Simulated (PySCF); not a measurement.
CH6FNOSi2, SMILES [Si@@H]1(CO[Si@H]1N)F.

Geometry optimised at PBE0-D3(BJ)/def2-SVP. The structure was generated by enumeration; whether it is a known compound was not checked. The values are those of a single conformer.

Calculation: PBE0-D3(BJ)/def2-SVP run with PySCF.

Frequencies are harmonic and unscaled.

Question: Give all harmonic wavenumbers and intensities. (Estimate from the structure and the level; the computed values follow.)

Answer: 
| mode | ν (cm⁻¹) | IR (km/mol) | Raman (Å⁴/amu) | depolarisation | moving atoms (share of kinetic energy) |
|---|---|---|---|---|---|
| 1 | 55 | 7.2 | 0.4 | 0.70 | O 32 %, H 21 %, C 18 %, F 16 % |
| 2 | 83 | 3.8 | 0.4 | 0.65 | N 38 %, F 35 %, H 20 % |
| 3 | 205 | 3.5 | 1.8 | 0.74 | Si 28 %, H 27 %, F 25 %, N 11 % |
| 4 | 229 | 7.3 | 2.9 | 0.73 | F 23 %, Si 23 %, H 23 %, C 17 %, N 8 % |
| 5 | 291 | 34.9 | 2.6 | 0.73 | H 43 %, Si 22 %, O 20 % |
| 6 | 310 | 71.5 | 1.2 | 0.74 | H 61 %, Si 19 %, N 12 % |
| 7 | 369 | 89.4 | 5.5 | 0.46 | H 60 %, N 20 %, Si 16 % |
| 8 | 422 | 25.2 | 17.6 | 0.23 | Si 56 %, H 21 % |
| 9 | 436 | 39.1 | 7.0 | 0.51 | Si 40 %, H 23 %, O 21 %, C 11 % |
| 10 | 614 | 9.8 | 11.5 | 0.33 | H 71 %, C 18 % |
| 11 | 654 | 18.6 | 4.9 | 0.75 | H 87 % |
| 12 | 703 | 34.3 | 4.5 | 0.54 | C 33 %, H 27 %, Si 23 %, O 16 % |
| 13 | 754 | 90.0 | 13.3 | 0.10 | O 36 %, H 23 %, Si 23 %, C 12 % |
| 14 | 767 | 95.2 | 2.6 | 0.74 | H 77 %, C 11 % |
| 15 | 821 | 15.8 | 5.9 | 0.73 | H 74 %, F 15 % |
| 16 | 831 | 77.3 | 8.3 | 0.65 | H 67 %, Si 13 % |
| 17 | 893 | 50.7 | 4.7 | 0.63 | Si 35 %, N 26 %, H 23 %, F 13 % |
| 18 | 903 | 155.8 | 5.0 | 0.74 | H 48 %, Si 23 %, F 16 %, N 11 % |
| 19 | 949 | 217.6 | 1.7 | 0.74 | H 40 %, Si 37 %, N 16 % |
| 20 | 1053 | 125.5 | 1.1 | 0.75 | O 48 %, C 47 % |
| 21 | 1200 | 1.0 | 6.3 | 0.74 | H 90 % |
| 22 | 1248 | 3.7 | 3.2 | 0.39 | H 73 %, C 21 % |
| 23 | 1457 | 2.0 | 16.6 | 0.67 | H 93 % |
| 24 | 1539 | 55.1 | 7.9 | 0.62 | H 89 %, N 11 % |
| 25 | 2224 | 143.0 | 182.6 | 0.34 | H 97 % |
| 26 | 2251 | 142.9 | 180.3 | 0.18 | H 97 % |
| 27 | 3044 | 34.7 | 160.8 | 0.12 | H 95 % |
| 28 | 3104 | 14.9 | 116.1 | 0.71 | H 90 %, C 10 % |
| 29 | 3619 | 45.9 | 165.1 | 0.14 | H 96 % |
| 30 | 3723 | 46.6 | 95.5 | 0.70 | H 91 %, N 9 % |
